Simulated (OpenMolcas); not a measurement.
## Si: Slater's ratio, worked from levels

```json
{
 "Program": "OpenMolcas",
 "Basis": "ANO-R2 [5s4p3d1f]",
 "Scalar Hamiltonian": "X2C, finite nucleus",
 "Active space": "2 electrons in 3 orbitals (3p)",
 "State averaging": "2S+1 = 3 even, 3 roots; 2S+1 = 1 even, 6 roots",
 "Spin-orbit coupling": "state interaction with AMFI integrals over the reference wave functions, term energies averaged over their components"
}
```

Methods: CASSCF; SS-CASPT2, IPEA 0.25 Eh, imaginary shift 0.1 Eh (closed shells correlated: 2s 2p 3s). Measured levels: NIST Handbook of Basic Atomic Spectroscopic Data.

**Slater's ratio.** With one set of orbitals, p2 has ¹D - ³P = 6 F2 and ¹S - ¹D = 9 F2 (F2 = F²/25), a ratio of 3/2. Term energies are centres of gravity, weighted by 2J + 1.

```json
{"Source": "CASSCF", "¹D - ³P": "8771", "¹S - ³P": "21753", "F2 from the first": "1462", "Ratio": "1.480"}
{"Source": "SS-CASPT2", "¹D - ³P": "6516", "¹S - ³P": "16239", "F2 from the first": "1086", "Ratio": "1.492"}
{"Source": "measured", "¹D - ³P": "6149", "¹S - ³P": "15245", "F2 from the first": "1025", "Ratio": "1.479"}
```

Energies in cm-1. A ratio away from 3/2 shows effects beyond one configuration with one set of orbitals, and in heavier atoms second-order spin-orbit shifts.

CASPT2 breaks the degeneracy within a term, and the mean is taken; among the terms shown or strongly mixed into the levels shown the widest spread is 100 cm-1 (3s² 3p² ¹D, SS-CASPT2). With the s shell closed, the reference lacks s² → p² mixing. Without dynamic correlation excited terms often stand tens of per cent too high (terms of higher spin than the ground term too low), and those without a measured partner can miss by more than the paired ones (holds for CASSCF). Computed and measured levels are paired by configuration, term and J; levels that our copy of the source lacks, or whose pairing is in doubt (as where it misses far off the trend of its configuration), stay unpaired and out of the deviations. Levels of configurations outside the active space are missing.
